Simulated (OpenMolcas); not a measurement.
**Sn3+: effect of the basis set**

```
Program             : OpenMolcas
Method              : SS-CASPT2, IPEA 0.25 Eh, imaginary shift 0.1 Eh (closed shells correlated: 4d)
Active space        : 1 electron in 4 orbitals (5s 5p)
State averaging     : 2S+1 = 2 even, 1 root; 2S+1 = 2 odd, 3 roots
Spin-orbit coupling : RASSI with atomic mean-field integrals over the reference wave functions, term energies averaged over their components
```

A. ANO-RCC-VDZP [6s5p3d1f], DKH2, point nucleus; CASPT2 step about 0.6 core-seconds
B. ANO-R1 [6s5p3d1f], X2C, finite nucleus; CASPT2 step of the order of 0.8 core-seconds
C. ANO-R2 [7s6p4d2f1g], X2C, finite nucleus; CASPT2 step of the order of 0.6 core-seconds
D. ANO-RCC-VTZP [7s6p4d2f1g], DKH2, point nucleus; CASPT2 step of the order of 0.9 core-seconds
E. ANO-RCC-VQZP [8s7p5d3f2g], DKH2, point nucleus; CASPT2 step roughly 1.4 core-seconds
F. ANO-R3 [8s7p5d3f2g1h], X2C, finite nucleus; CASPT2 step roughly 1.9 core-seconds

Energies in cm⁻¹ above 5s ²S_1/2, the measured ground level; measured values from Moore, Atomic Energy Levels, vol. III, NSRDS-NBS 35 (1971 reprint of NBS Circular 467, 1958).

```
     Level      A      B      C      D      E      F  Measured
 5s ²S_1/2    0.0    0.0    0.0    0.0    0.0    0.0       0.0
5p ²P°_1/2  69326  67019  69823  71332  70981  70803     69564
5p ²P°_3/2  75563  73331  75040  76669  76023  76065     76072
```

Deviations, from unrounded energies. A percentage is the sum of absolute deviations over the sum of measured energies, with the sign that they share, or ± where signs differ.

```csv
Against measurement,Levels,A,B,C,D,E,F
mean absolute deviation (cm-1),2,370,2600,650,1200,730,620
other configurations (%),2,-0.5,-3.6,±0.9,+1.6,±1.0,±0.9
```

A lies closest to measurement on these levels and B furthest from it. The largest miss of A in the table is 5p ²P°_3/2, by -510 cm-1. The ranking rests on the paired levels alone, and a cruder setting can come out closer through cancelling errors.

Among A to F the level of the table that moves most is 5p ²P°_1/2, by 4300 cm-1 (lowest in B, highest in D).

With one active electron, CASPT2 adds the correlation within the correlated inactive shells and between them and that electron, and leaves the splitting within a term as the reference gives it. The basis is small and was not contracted for so high a charge (holds for A; B). Computed and measured levels are paired by configuration, term and J; levels that our copy of the source lacks, or whose pairing is in doubt (as where it misses far off the trend of its configuration), stay unpaired and out of the deviations. Levels of configurations outside the active space are missing.

° marks odd parity.
